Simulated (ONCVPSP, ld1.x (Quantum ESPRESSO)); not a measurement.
## Potentials for ruthenium (Ru) compared

Generated with ld1.x 7.5 (TM, RRKJ, ultrasoft, PAW), atompaw 4.2 or ONCVPSP 4.0.1. The cutoff is in Ry: for ld1.x and atompaw files where the sum of valence levels is converged to 10 mRy in a Bessel basis, for ONCV files where the hardest occupied wave has 1 mHa per electron of residual kinetic energy. The error is the largest all-electron minus pseudo excitation energy over each file’s own four to seven test configurations (ionisations up to +4, promotions, holes and added fractions of an electron), all of which were solved. The labels leave out finer settings (local radius, basis sizes, second energies), which also bear on the numbers. Spin-polarised tests are not counted. The rows are a selection from randomly drawn settings: files with unsolved tests, undetermined cutoffs or missed reference levels are left out.

```csv
potential,cutoff (Ry),largest error (meV),bound ghosts
"ONCV, PBEsol, scalar-relativistic, rc 1.15/1.85/1.35 (spd), local smoothed, core correction yes, reference 4s2 4p6 4d7 5p1, qcut 7.3/6.5/6.7, projectors 1/2/2",97,+234,none
"ONCV, LDA (Perdew-Wang 92), scalar-relativistic, rc 1.75/1.10/1.40/1.50 (spdf), local smoothed, core correction yes, reference 4s2 4p6 4d7 5s1, qcut 8/7.4/5.9/7.3, projectors 2/2/2/3",168,-2.1,none
"ONCV, LDA (Perdew-Zunger), scalar-relativistic, rc 1.30/1.75/2.30 (spd), local smoothed, core correction yes, reference 4s2 4p6 4d7, qcut 8.9/8.1/8.3, projectors 2/2/3",62,+35,none
"TM, PBE, scalar-relativistic, rc 2.30/2.70/1.85 (spd), local s, core correction yes, reference 4d8 5s0 5p0",50,-2680,none
"ONCV, PBE, non-relativistic, rc 1.25/1.50/1.65 (spd), local smoothed, core correction no, reference 4s2 4p6 4d5, qcut 6.8/9.5/8.2, projectors 2/2/1",78,+8.5,none
"ONCV, PBE, scalar-relativistic, rc 2.85/2.75/2.20 (spd), local smoothed, core correction no, reference 4d7 5p1, qcut 2.5/3.1/6.1, projectors 2/1/2",31,+39,none
```

(1) Fill in the row for Ru: TM semilocal, PBE, scalar-relativistic, rc 2.05/4.15/2.25 (spd), local d, core correction yes, reference 4d7 5s0.5 5p0.5.

(2) Fill in the row for Ru: ONCV, LDA (Perdew-Wang 92), scalar-relativistic, rc 1.60/1.55/1.80 (spd), local smoothed, core correction yes, reference 4s2 4p6 4d7 5s1, qcut 7/7.5/8.5, projectors 2/3/2.

(3) Fill in the row for Ru: ONCV, PBE, fully relativistic, rc 1.20/1.25/2.20 (spd), local smoothed, core correction no, reference 4s2 4p6 4d6, qcut 6.4/7.5/7.3, projectors 2/2/2.

## Answers

(1) cutoff 40 Ry, largest error -69 meV, bound ghosts: none.

(2) cutoff 47 Ry, largest error +3.2 meV, bound ghosts: none.

(3) cutoff 262 Ry, largest error +17 meV, bound ghosts: none.
